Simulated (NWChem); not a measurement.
Program: NWChem. System: tellurium hexafluoride (F$_{6}$Te), charge 0, spin multiplicity 1, at a geometry optimised with PBE0/def2-SVP with def2 effective core potentials on Te. Level: B2PLYP/def2-SVP with def2 effective core potentials on Te, 10 core orbitals frozen.

Input file:

```
start mol
memory heap 200 mb stack 900 mb global 1100 mb
geometry units angstroms nocenter noautoz
  F     -1.875714     0.000000     0.000000
  Te     0.000000     0.000000     0.000000
  F      0.000000     0.000000     1.875716
  F      0.000000     0.000000    -1.875716
  F      0.000000    -1.875714     0.000000
  F      0.000000     1.875714     0.000000
  F      1.875714     0.000000     0.000000
  symmetry group D2h
end
basis spherical
  * library def2-svp
end
ecp
  Te library def2-ecp
end
dft
  xc hfexch 0.53 becke88 0.47 lyp 0.73 mp2 0.27
  dftmp2
  semidirect memsize 60000000 filesize 0
  iterations 100
end
mp2
  freeze core 10
end
task dft energy
```

Part of the output:

```
             Northwest Computational Chemistry Package (NWChem) 7.3.0
             --------------------------------------------------------

                                NWChem Input Module
                                -------------------

 Scaling coordinates for geometry "geometry" by  1.889725989
 (inverse scale =  0.529177249)

 Turning off AUTOSYM since
 SYMMETRY directive was detected!

                             Geometry "geometry" -> ""
                             -------------------------

 Output coordinates in angstroms (scale by  1.889725989 to convert to a.u.)

  No.       Tag          Charge          X              Y              Z
 ---- ---------------- ---------- -------------- -------------- --------------
    1 F                    9.0000    -1.87571400     0.00000000     0.00000000
    2 Te                  52.0000     0.00000000     0.00000000     0.00000000
    3 F                    9.0000     0.00000000     0.00000000     1.87571600
    4 F                    9.0000     0.00000000     0.00000000    -1.87571600
    5 F                    9.0000     0.00000000    -1.87571400     0.00000000
    6 F                    9.0000     0.00000000     1.87571400     0.00000000
    7 F                    9.0000     1.87571400     0.00000000     0.00000000

 Effective nuclear repulsion energy (a.u.)    1020.3750235474

            Nuclear Dipole moment (a.u.)
            ----------------------------
        X                 Y               Z
 ---------------- ---------------- ----------------
     0.0000000000     0.0000000000     0.0000000000

      Symmetry information
      --------------------

 Group name             D2h
 Group number             26
 Group order               8
 No. of unique centers     4

      Symmetry unique atoms

     1    2    3    5


 Summary of "ao basis" -> "" (spherical)
 ------------------------------------------------------------------------------
       Tag                 Description            Shells   Functions and Types
 ---------------- ------------------------------  ------  ---------------------
 *                          def2-svp                  on all atoms
[...]
         954.791167978884           0.000000000000           0.000000000000
           0.000000000000         954.791167978884           0.000000000000
           0.000000000000           0.000000000000         954.790149923190

     Multipole analysis of the density
     ---------------------------------

     L   x y z        total         alpha         beta         nuclear
     -   - - -        -----         -----         ----         -------
     0   0 0 0     -0.000000    -39.000000    -39.000000     78.000000

     1   1 0 0     -0.000000     -0.000000     -0.000000      0.000000
     1   0 1 0      0.000000      0.000000      0.000000      0.000000
     1   0 0 1     -0.000000     -0.000000     -0.000000      0.000000

     2   2 0 0    -43.581738   -134.867646   -134.867646    226.153554
     2   1 1 0      0.000000      0.000000      0.000000      0.000000
     2   1 0 1     -0.000000     -0.000000     -0.000000      0.000000
     2   0 2 0    -43.581737   -134.867646   -134.867646    226.153554
     2   0 1 1      0.000000      0.000000      0.000000      0.000000
     2   0 0 2    -43.581749   -134.867892   -134.867892    226.154036

                   NWChem MP2 Semi-direct Energy/Gradient Module
                   ---------------------------------------------

  Basis functions       =    110
  Molecular orbitals    =    110
  Frozen core           =     10
  Frozen virtuals       =      0
  Active alpha occupied =     29
  Active beta occupied  =     29
  Active alpha virtual  =     71
  Active beta virtual   =     71
  Use MO symmetry       = T
  Use skeleton AO sym   = T

  AO/Fock/Back tols     =   1.0D-09  1.0D-09  1.0D-09

 GA uses MA = F    GA memory limited = T

 Available:
  local mem=  4.43D+07
 global mem=  1.44D+08
 local disk=  0.00D+00
  mp2_memr nvloc                    71
  nvloc new                    71
   1 passes of  29:        3145728                      77188                  38937099.
   1 passes of  29: M     44303052           G      144155000           F      41157324.

 Semi-direct pass number   1 of   1  for RHF alpha+beta  at        4.0s
  vrange nnbf                  5559
  mp2_eaftype                   148  avail_ma_in_mb                   386
 EAF : mp2_eaftype filesize         148   19468550.
  mp2_eaf for mointskh                    148
Node 0 wrote     91.6 Mb in      0.1 s     Agg I/O rate:   816.9 Mb/s
 Done moints_semi at       12.8s
  mp2_eaftype                   148  avail_ma_in_mb                   386
 EAF : mp2_eaftype filesize         148   19468550.
  mp2_eaf for kh                   148
 Done maket at       13.6s
 Done multipass loop at       13.6s

          -------------------------------------------
          DFT energy                    -865.409957161600
          Unscaled MP2 energy             -1.580718648052
          Total DFT+MP2 energy          -865.836751196574
          -------------------------------------------

 -----------------------
 Performance information
 -----------------------

 Timer overhead =  2.99D-07 seconds/call

               Nr. of calls         CPU time (s)                 Wall time (s)                GFlops
             ---------------    -------------------     ------------------------------   -------------------
Name         Min   Avg   Max    Min     Avg     Max     Min     Avg     Max   Mx/calls   Min     Max     Sum
mp2: moin     1     1     1    8.8     8.8     8.8      8.8     8.8     8.8     8.8      0.0     0.0     0.0
mp2: make     1     1     1   0.77    0.77    0.77     0.77    0.77    0.77    0.77      0.0     0.0     0.0
mp2: tota     1     1     1    9.7     9.7     9.7      9.7     9.7     9.7     9.7      0.0     0.0     0.0

 The average no. of pstat calls per process was 3.00D+00
 with a timing overhead of 8.98D-07s

 Task  times  cpu:       13.5s     wall:       13.5s

 Total times  cpu:       13.6s     wall:       13.6s
```
